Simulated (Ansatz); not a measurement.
`[NH2][Nb](=[O])([OH])[OH]` and `[O]=[Nb]([OH])([OH])[Cl]` differ in one atom or group.

Ansatz, PBE0-D4/def2-TZVP geometries, multiplicity 1. Each molecule was computed in one conformer, which needn't be the lowest.

Elements past krypton have def2 core potentials.

```json
{"property": "HOMO energy (B3LYP/def2-TZVPP) / eV", "`[NH2][Nb](=[O])([OH])[OH]`": "-7.82"}
{"property": "HOMO energy (ωB97M-V/def2-TZVPP) / eV", "`[NH2][Nb](=[O])([OH])[OH]`": "-10.40"}
{"property": "HOMO–LUMO gap (PBE/def2-TZVPP) / eV", "`[NH2][Nb](=[O])([OH])[OH]`": "5.02"}
{"property": "LUMO energy (ωB97M-V/def2-TZVPP) / eV", "`[NH2][Nb](=[O])([OH])[OH]`": "0.44"}
{"property": "HOMO energy (PBE/def2-TZVPP) / eV", "`[NH2][Nb](=[O])([OH])[OH]`": "-6.61"}
{"property": "size of the dipole moment (B3LYP/def2-TZVPP) / D", "`[NH2][Nb](=[O])([OH])[OH]`": "5.48"}
```

**Question.** Give the same properties after the change, and the shifts. (An estimate is asked.)

**Answer.** Computed: 
| property | `[O]=[Nb]([OH])([OH])[Cl]` | shift |
| --- | --- | --- |
| HOMO energy (B3LYP/def2-TZVPP) / eV | -8.87 | -1.05 |
| HOMO energy (ωB97M-V/def2-TZVPP) / eV | -11.42 | -1.02 |
| HOMO–LUMO gap (PBE/def2-TZVPP) / eV | 5.24 | 0.22 |
| LUMO energy (ωB97M-V/def2-TZVPP) / eV | 0.51 | 0.07 |
| HOMO energy (PBE/def2-TZVPP) / eV | -7.67 | -1.06 |
| size of the dipole moment (B3LYP/def2-TZVPP) / D | 2.34 | -3.14 |

With PBE0 the HOMO falls by 1.09 eV and the LUMO falls by 0.89 eV, so the gap widens by about 0.20 eV. PBE moves the HOMO by -1.06 eV and ωB97M-V by -1.02 eV. Dipoles are sizes alone; their direction can turn.

B3LYP here is the variant with VWN-RPA as its local correlation; programs differ in this.
